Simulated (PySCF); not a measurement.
Molecule: C₂H₄Cl₄Si₂, SMILES C(/[Si](Cl)(Cl)Cl)=C\[SiH2]Cl. Atoms near the plane z = 0.0 Å, at the PBE0/def2-SVP optimised geometry (x, y, z in Å): Si1 (-1.3, 1.7, -0.9), C3 (-0.7, -0.1, -1.0), C4 (0.1, -0.6, 0.0), Si5 (0.8, -2.3, 0.0), Cl7 (2.8, -2.3, 0.0), H9 (-2.8, 1.7, -0.9), H10 (-0.8, 2.3, 0.3), H12 (0.4, 0.0, 0.8).

Level of theory: PBE0/def2-TZVP in PySCF 2.14.0. Cells within 0.4 Å of a nucleus heavier than hydrogen are left out (blank, or x). The values are rescaled to run from 0 to 1.

```
|55555555555555555555555555555|
|55555555555555555555555555555|
|55555555555555555555555555555|
|55555555555555555555555555555|
|55555555555555555555555555555|
|55555566655555555555555555555|
|55556666665555555555555555555|
|55566666665555555555555555555|
|55566667665545555555555555555|
|55566677665445555555555555555|
|55566666655445555655555555555|
|55566666654445566665555555555|
|55556665544345666666555555555|
|55555555543345787766555555555|
|55555555543335898766555555555|
|55555555543334xx9766555555555|
|55555555544321xx7666555555555|
|55555555544321024555555555555|
|55555555554432123455555555555|
|55555555555443223455555555555|
|5555555555554434xx556xx555555|
|5555555555555555xx566xx555555|
|55555555555555555556666555555|
|55555555555555665555665555555|
|55555555555555555555555555555|
|55555555555555555555555555555|
|55555555555555555555555555555|
|55555555555555555555555555555|
|55555555555555555555555555555|
```
Scale: ten equal steps from 0.000 (start of '0') to 1.00 (end of '9'), in the order '0123456789'; x runs from -5.00 to 5.00, y from -5.00 (bottom) to 5.00 (top).

**Question.** Which quantity is mapped?
A) electron localisation function
B) an orbital amplitude
C) electrostatic potential
D) Laplacian of the electron density

**Answer.** B, an orbital amplitude. In full: HOMO−1 amplitude (bohr^(-3/2)).
